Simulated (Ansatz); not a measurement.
Compare A (`C=CO[SiH2]C`) with its isomer B (`CC1OC[SiH2]1`).

Program: Ansatz. Geometries: PBE0-D4/def2-TZVP. ΔE: electronic, gas phase. CBS: MP2 limit from def2 TZ/QZ plus the TZ coupled-cluster correction, frozen cores. DFT in def2-TZVPP. B3LYP here is the variant with VWN-RPA as its local correlation; programs differ in this. One conformer a species, not always the lowest.

(1) Which isomer does CCSD(T)/CBS put lower? Give the gap. (An estimate is asked.)

(2) Give E(B) − E(A) in kcal/mol with PBE-D4, MP2/def2-TZVPP, PBE0-D4, HF/def2-TZVPP, r2SCAN-D4, B3LYP-D4, CCSD/def2-TZVPP. (An estimate is asked.)

Largest T1 diagnostic: 0.012.

## Answers

(1) The calculation gave: A, by 43.6 kcal/mol.

(2) The calculation gave: PBE-D4 38.9, MP2/def2-TZVPP 43.5, PBE0-D4 39.4, HF/def2-TZVPP 50.4, r2SCAN-D4 43.2, B3LYP-D4 45.2, CCSD/def2-TZVPP 43.9. None reverses the order clearly.

In def2-TZVPP, CCSD(T) changes the Hartree–Fock value by −7.0 kcal/mol (the triples alone add −0.5 kcal/mol) and MP2 by −6.8 kcal/mol.
